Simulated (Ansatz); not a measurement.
One geometry of the cluster Si2W2, several levels of theory.

```yaml
crystal:
  periodic: [false, false, false]
  atoms:
    - {symbol: W, position_ang: [-1.349885, -0.153798, -1.098509]}
    - {symbol: W, position_ang: [0.444149, 1.067510, -0.733009]}
    - {symbol: Si, position_ang: [0.332975, -1.380917, 0.218968]}
    - {symbol: Si, position_ang: [0.572761, 0.467206, 1.612550]}
basis:
  gaussian: {orbitals: def2-TZVPD, initial_orbitals: start.molden}
hamiltonian: {xc: r2scan, dispersion: d4}
scf: {omitted_lower_state_checks: [starts]}
output: {orbitals: {seedname: orbitals}}
```

The file start.molden holds the orbitals of an earlier run on this structure, at another level or in another basis.

```sh
$ ansatz run in.yaml --threads 4 --pin off --events-out ev --progress --plain --max-ram 3916MiB
```

It prints (some lines left out):

```
Functional definition: r2SCAN
1242 factors; their error is unknown
mean field evaluation 1: about -19403.4490 eV, gradient 6.8e0 eV
mean field evaluation 2: about -19403.5059 eV, gradient 1.0e-1 eV
mean field evaluation 4: about -19403.4930 eV, gradient 1.1e-3 eV
mean field -19403.49304970 eV, -713.0652174167 hartree, gradient 2.1e-5 eV, S^2 0.000000; 0 other end points of the search recorded, 0 dependent functions left out
reference -19403.49306289 eV, -713.0652179014 hartree; 28, 28 occupied and 144, 144 virtual orbitals, 1242 factors
Total energy: -19403.53725029 eV, -713.0668417581 hartree
Checks for a lower state left out: starts
```

It took 5.5 s on 4 threads of Arm Neoverse V1 on a shared host.

As the first input, with `hamiltonian: {xc: pbe, dispersion: d4}` (abridged; 2.5 s):

```
Functional definition: PBE
mean field -19398.34660227 eV, -712.8760889617 hartree, gradient 2.1e-5 eV, S^2 0.000000
Total energy: -19398.61402858 eV, -712.8859166974 hartree
Checks for a lower state left out: starts
```

First input, but with `hamiltonian: {xc: pbe0, dispersion: d4}` (abridged; 3.7 s):

```
Functional definition: PBE0
mean field -19395.54082876 eV, -712.7729786873 hartree, gradient 2.6e-5 eV, S^2 0.000000
Total energy: -19395.76780580 eV, -712.7813199396 hartree
Checks for a lower state left out: starts
```

Geometry: PBE0-D4/def2-SVPD, that of the charge -1 doublet.

In the def2 sets W takes a core potential; there is no spin–orbit coupling. A triplet lies near this restricted singlet, and broken spin symmetry wasn't tried. The structure comes from a short search, and lower isomers may exist.
